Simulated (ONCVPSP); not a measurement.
What one change does to a pseudopotential (hafnium, ONCV)

```json
{
  "Element": "hafnium",
  "Generator": "ONCVPSP 4.0.1",
  "Type": "optimised norm-conserving Vanderbilt (ONCV)",
  "Functional": "PBE",
  "Relativity": "fully relativistic",
  "Frozen core": "[Kr] 4d10 4f14",
  "Valence charge": "12",
  "Reference configuration": "5s2 5p6 5d2 6s1.5 (charge +0.5)",
  "Partial waves": "5s+6s: rc 1.45 bohr, ncon 4, nbas 9, qcut 6.4 1/bohr, 2 projectors; 5p: rc 1.90 bohr, ncon 4, nbas 7, qcut 6.3 1/bohr, 2 projectors, debl 2.2 Ha; 5d: rc 3.15 bohr, ncon 4, nbas 9, qcut 5.8 1/bohr, 2 projectors, debl 1.4 Ha",
  "Local potential": "polynomial inside 1.00 bohr (lpopt 4, dvloc0 0 Ha)",
  "Core correction": "polynomial model core, fcfact 0.7"
}
```

Open shells are filled in proportion to 2j + 1.

Change: s: qcut 6.9; p: qcut 6.8; d: qcut 6.3.

Cutoffs: the cutoffs (Ha) at which the residual kinetic energy of the hardest occupied pseudo-wave falls to 1 and 0.1 mHa per electron; they do not see the model core or the augmentation charge, which bear on the density cutoff. Errors are all-electron minus pseudo energies relative to the spin-unpolarised reference configuration.

Problem. Predict the effect on cutoff, ghosts and configuration errors.

Solution. The potential gets neither clearly harder nor softer (20 Ha and 92 Ha → 21 Ha and 36 Ha); the s channel sets the loose cutoff, while the largest relative change is in p, which becomes harder; of the 4 tests that both files solve, the error grows in 0 and shrinks in 1 by more than 15 % and 0.3 meV (median size 1.0 → 0.8 meV); neither file shows a bound ghost.

| quantity | base | changed |
| --- | --- | --- |
| cutoff, loose | 20 Ha | 21 Ha |
| cutoff, tight | 92 Ha | 36 Ha |
| loose cutoff by channel | s 20 Ha, p 11 Ha, d 9.6 Ha | s 21 Ha, p 13 Ha, d 10 Ha |
| bound ghosts | none | none |
| GHOST(+) flags under 300 eV | s at 134.6 eV | s at 137.8 eV |
| error for 5s2 5p6 5d2 6s2, meV [ΔE -3.26 eV] | -0.2 | -0.2 |
| error for 5s2 5p6 5d2 6s1, meV [ΔE 4.72 eV] | -0.3 | -0.2 |
| error for 5s2 5p6 5d2 6s0, meV [ΔE 18.90 eV] | -8.4 | -6.9 |
| error for 5s2 5p6 5d2 6s0 6p2, meV [ΔE 4.55 eV] | -1.6 | -1.4 |
| s: phases at 1.47 bohr within 0.05 rad from the reference energy up to (Ha; the scan ends near 5) | 3.4 | 3.6 |
| p3/2: phases at 1.92 bohr within 0.05 rad from the reference energy up to (Ha; the scan ends near 5) | to the end of the scan | to the end of the scan |
| p1/2: phases at 1.92 bohr within 0.05 rad from the reference energy up to (Ha; the scan ends near 5) | to the end of the scan | to the end of the scan |
| d5/2: phases at 3.20 bohr within 0.05 rad from the reference energy up to (Ha; the scan ends near 5) | 3.1 | 3.2 |
| d3/2: phases at 3.20 bohr within 0.05 rad from the reference energy up to (Ha; the scan ends near 5) | 3.0 | 3.1 |
| rms error of d²Exc/dni dnj with the model core, mHa | 2.49 | 2.56 |

Base: These tests converged, but a pseudo level misses the all-electron one widely, so the file describes the atom poorly there or has found another state: 5s2 5p6 5d2 6s0 6p2: empty 6s by 10.7 eV. Changed file: These tests converged, but a pseudo level misses the all-electron one widely, so the file describes the atom poorly there or has found another state: 5s2 5p6 5d2 6s0 6p2: empty 6s by 10.7 eV.
